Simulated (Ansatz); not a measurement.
A nudged elastic band was laid between two geometries of BH5LiOSi (9 atoms, charge 1, multiplicity 1).

The calculation used RKS B3LYP-D4/def2-SVP in Ansatz 0.2.0.

* movable images: 7
* climbing image: yes
* spring: 5.0 eV/Å²
* optimiser: quadratic models (default)
* start path: IDPP
* force threshold: 0.05 eV/Å
* iteration limit: 60
* end points: relaxed

Initial state:

```xyz
9
Properties=species:S:1:pos:R:3
Li -2.504 1.341 -1.039
B -0.601 0.589 -0.158
O 0.374 1.353 0.684
Si 0.171 -1.299 -0.340
H 1.205 0.971 1.051
H 0.251 2.289 0.928
H 1.471 -1.357 0.419
H -0.786 -2.287 0.234
H 0.419 -1.600 -1.778
```

Final state:

```xyz
9
Properties=species:S:1:pos:R:3
Li -2.117 1.368 1.679
B -0.537 0.592 0.315
O 0.165 1.339 -0.778
Si 0.260 -1.294 0.296
H 0.859 0.946 -1.356
H -0.019 2.271 -0.993
H 0.920 -1.567 1.605
H -0.816 -2.294 0.042
H 1.284 -1.360 -0.808
```

Problem. What changes between the two ends?

Solution. No bond is made or broken. The dihedral O3–B2–Si4–H8 goes from 120 to -120°. The two ends are copies of one structure, up to a mirror image or an exchange of like atoms.

Problem. What energy profile does the band end with?

Solution. The run converged. The highest image is number 4 of 0 to 8, 0.055 eV above the ends, which have the same energy within 2 meV. A vibrational analysis at the climbing image gives one clearly imaginary mode, 124i cm⁻¹: a first-order saddle point. Limits of this set-up: the dipole of an ion depends on the origin.

```
image  path coordinate (Å)  energy (eV)  dihedral O3–B2–Si4–H8 (°)
    0                 0.00        0.000                        120
    1                 0.52        0.008                        136
    2                 1.04        0.026                        151
    3                 1.56        0.046                        166
    4                 2.08        0.055                        180
    5                 2.59        0.046                       -166
    6                 3.11        0.027                       -151
    7                 3.62        0.008                       -136
    8                 4.14        0.000                       -120
```

Problem. What is the geometry of the highest image?

Solution. 
```xyz
9
Properties=species:S:1:pos:R:3
Li -2.750 1.078 0.542
B -0.630 0.543 0.113
O 0.502 1.492 -0.164
Si 0.116 -1.367 0.028
H 1.434 1.246 -0.351
H 0.373 2.458 -0.176
H 1.210 -1.499 1.042
H -0.958 -2.359 0.297
H 0.702 -1.592 -1.331
```

Problem. What are the harmonic wavenumbers there?

Solution. 124i, 146, 238, 249, 413, 424, 452, 556, 568, 639, 818, 882, 916, 930, 942, 1598, 2191, 2198, 2257, 3550, 3744 cm⁻¹.

The run took 2.5 min on 1 thread of Arm Neoverse V2, on a shared host, peak memory 0.16 GiB.
